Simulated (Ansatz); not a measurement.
Geometry optimisation, RKS BLYP/def2-SVP (Ansatz 0.2.0).

The input (input.yaml):

```yaml
crystal:
  periodic: [false, false, false]
  atoms:
    - { symbol: Si, position_ang: [-1.472, 0.6322, -0.553] }
    - { symbol: Si, position_ang: [0.2844, -0.6305, -0.4617] }
    - { symbol: Sb, position_ang: [2.0258, 0.5231, 0.8992] }
    - { symbol: H, position_ang: [-2.4865, 0.0207, -1.3652] }
    - { symbol: H, position_ang: [-1.1597, 1.9499, -1.211] }
    - { symbol: H, position_ang: [-2.0217, 0.938, 0.7944] }
    - { symbol: H, position_ang: [-0.0406, -1.9048, 0.1746] }
    - { symbol: H, position_ang: [0.8366, -0.8545, -1.8248] }
    - { symbol: H, position_ang: [1.1553, 0.2539, 2.4366] }
    - { symbol: H, position_ang: [2.9613, -0.9793, 1.1138] }
basis:
  gaussian: { orbitals: def2-SVP }
hamiltonian:
  xc: blyp
relax:
  f_tol: 0.015
  max_steps: 40
```

Command:

```bash
$ ansatz run input.yaml --threads 2 --pin off --max-ram 3072MiB --backend cpu --events-out ev --progress --plain --runs-dir out
```

Task: Where does it end, and by what steps?

Result: It converged. The force dipped under the threshold on the way, but the program's further checks kept it going. After 5 steps the energy has fallen by 0.481 eV; Sb3 moved furthest, 0.22 Å.

| step | energy less start (eV) | largest force component (eV/Å) | accepted |
| --- | --- | --- | --- |
| 0 | 0.0000 | 2.111 | yes |
| 1 | -0.4157 | 0.699 | yes |
| 2 | -0.4692 | 0.273 | yes |
| 3 | -0.4796 | 0.044 | yes |
| 4 | -0.4805 | 0.012 | yes |
| 5 | -0.4807 | 0.009 | yes |

```xyz
10
Properties=species:S:1:pos:R:3
Si -1.602 0.701 -0.606
Si 0.330 -0.660 -0.437
Sb 2.226 0.520 0.991
H -2.661 0.040 -1.444
H -1.247 2.019 -1.235
H -2.170 0.965 0.759
H -0.041 -2.000 0.135
H 0.885 -0.890 -1.818
H 1.320 0.258 2.457
H 3.043 -1.005 1.201
```

Whether the end is a true minimum wasn't checked by a vibrational analysis.

The run took 9.7 s on 2 threads of Arm Neoverse V2, with other jobs on the host, peak memory 0.14 GiB.
